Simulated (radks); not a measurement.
Task: The table gives one normalised radial function P(r) = r R(r) (large component) of Yb31+ in [Kr] 4d3 (r in bohr). Method: Dirac Kohn-Sham, relativistic LDA (MacDonald-Vosko exchange, VWN5 correlation), spin-unpolarised, spherical densities, finite nucleus; open shells fill j = l - 1/2 first; Fermi nuclear charge, rms radius 5.3108 fm; computed with a radial shooting solver on a logarithmic mesh with Libxc functionals.

r	P
0.001676	0.0069
0.002148	0.0110
0.002731	0.0172
0.003472	0.0266
0.004449	0.0415
0.005656	0.0632
0.00719	0.0952
0.009213	0.1430
0.01171	0.2078
0.01489	0.2942
0.01908	0.4068
0.02426	0.5314
0.03083	0.6524
0.03951	0.7341
0.05023	0.7138
0.06386	0.5325
0.08183	0.1391
0.104	-0.3906
0.1333	-0.8979
0.1695	-1.0556
0.2154	-0.6476
0.2761	0.3085
0.3509	1.2896
0.4461	1.7381
0.5717	1.4292
0.7268	0.7649
0.9239	0.2548
1.184	0.0451
1.505	0.0041

Which n and l does it have? It may be an empty orbital.

Result: n = 4, l = 1: the number of nodes gives n - l - 1 = 2, the rise at small r points to l (this Dirac orbital starts outside the nucleus as r^gamma with gamma = sqrt((l + 1)^2 - (Z/c)^2) = 1.93; the j = 3/2 orbital of l + 1 starts with the same power, but with a smaller coefficient, and then steepens), and the extent must fit the shell. The curve is that of 4p3/2; the two j differ most near the nucleus, where j = l - 1/2 has the larger amplitude, and in heavy atoms j = l - 1/2 is also the more compact. 4p3/2: eigenvalue -1342.8 eV, 2 radial nodes at r = 0.0875, 0.257 bohr, <r> = 0.467 bohr, 90 % of the charge inside 0.668 bohr.
